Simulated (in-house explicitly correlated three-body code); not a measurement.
Results of a calculation; reference values are marked as such.
**Taking the two-electron ground state apart, Z = 2.86**

A variational code in 260 exponentially correlated functions gives, for two electrons around a point charge Z = 2.86 (non-relativistic, fixed nucleus, atomic units): E = -6.5468894, <1/r> = 2.547962 per electron, <1/r12> = 1.480562. From its density, U = 3.126882 (Hartree energy) and T_s = 6.507381 (kinetic energy of the doubly filled orbital √(n/2)). Further, <r²> = 0.49892 per electron, <r12²> = 1.03808 and <p1·p2> = 0.270654.

Question: Check the virial theorem, and compare with the screened hydrogenic estimate.

Answer: V = −2Z<1/r> + <1/r12> = -14.574343 + 1.480562 = -13.093781, and 2E = -13.093779, so T = −E = 6.546889. A product of 1s orbitals with exponent Z − 5/16 = 2.5475 gives −2.5475² = -6.48976, which is 57.1 millihartree too high.

Question: Find the exchange and correlation energies of density-functional theory.

Answer: For two electrons in one orbital E_x = −U/2 = -1.563441. The potential part of correlation is U_c = <1/r12> − U − E_x = -0.082879, the kinetic part T_c = T − T_s = 0.039508, and E_c = T_c + U_c = -0.043371 hartree. Restricted Hartree-Fock gives -6.503539, so the correlation energy of wave-function theory is -0.043350.

Question: What do the second moments say about angular correlation and diamagnetism?

Answer: From r12² = r1² + r2² − 2 r1·r2, <r1·r2> = <r²> − <r12²>/2 = -0.02012 bohr². It vanishes for a product of s orbitals, and its negative sign shows that the electrons favour opposite sides of the nucleus. The Langevin susceptibility is −0.79199e-6 × 2<r²> = -0.7903e-6 cm³/mol.

Question: How does a model nuclear mass of 5.7 u change the ionisation energy, to first order in m/M (1 hartree = 27.211386 eV)?

Answer: m/M = 1/(5.7 × 1822.8885) = 9.62421e-05. With a fixed nucleus the second electron is bound by −Z²/2 − E = 2.457089 hartree = 66.8608 eV. The reduced mass scales this by 1 − m/M, a change of -6.435 meV. The mass-polarisation term raises the two-electron state by (m/M)<p1·p2> = 26.05 microhartree, a further -0.709 meV. The sum is 66.8537 eV, before relativistic and QED terms.
